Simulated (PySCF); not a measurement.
System (SMILES): [Al][Cl] (Al-Cl) (closed-shell singlet).
Geometry (B3LYP-D3(BJ)/def2-TZVP, fixed):
```xyz
2

Al     0.0000     0.0000    -1.2241
Cl     0.0000     0.0000     0.9361
```

How fast the lowest singlet excitation energy converges with the basis for several methods (PySCF): deviation from each method's own reference, in eV. References: CAM-B3LYP 4.869 eV, the value in aug-pcseg-3; PBE 4.689 eV, the value in aug-pcseg-3; PBE0 4.801 eV, the value in aug-pcseg-3. All functions are spherical. Density fitting with generated auxiliary sets. No added dispersion term, no relativity. Tamm-Dancoff approximation, the state taken by its order.

| basis | functions | CAM-B3LYP | PBE | PBE0 |
|---|---|---|---|---|
| 3-21G | 26 | 0.003 | 0.031 | 0.007 |
| 6-31G | 26 | -0.010 | 0.024 | 0.005 |
| 6-31+G* | 44 | 0.063 | 0.071 | 0.072 |
| def2-SVPD | 51 | 0.135 | 0.148 | 0.127 |
| pcseg-2 | 68 | 0.025 | 0.025 | 0.020 |
| def2-TZVP | 74 | 0.056 | 0.062 | 0.055 |
| def2-TZVPP | 84 | 0.048 | 0.054 | 0.046 |
| 6-311++G(3df,3pd) | 94 | 0.013 | 0.011 | 0.007 |
| jun-cc-pV(T+d)Z | 96 | 0.009 | 0.008 | 0.008 |
| def2-TZVPPD | 99 | 0.039 | 0.046 | 0.037 |
| aug-pcseg-2 | 100 | 0.004 | 0.001 | 0.000 |
| def2-QZVPPD | 155 | 0.005 | 0.009 | 0.006 |

Mean absolute deviation over pcseg-2, def2-TZVP, def2-TZVPP, 6-311++G(3df,3pd), jun-cc-pV(T+d)Z, def2-TZVPPD, aug-pcseg-2: PBE0 0.025, CAM-B3LYP 0.028, PBE 0.030 eV.
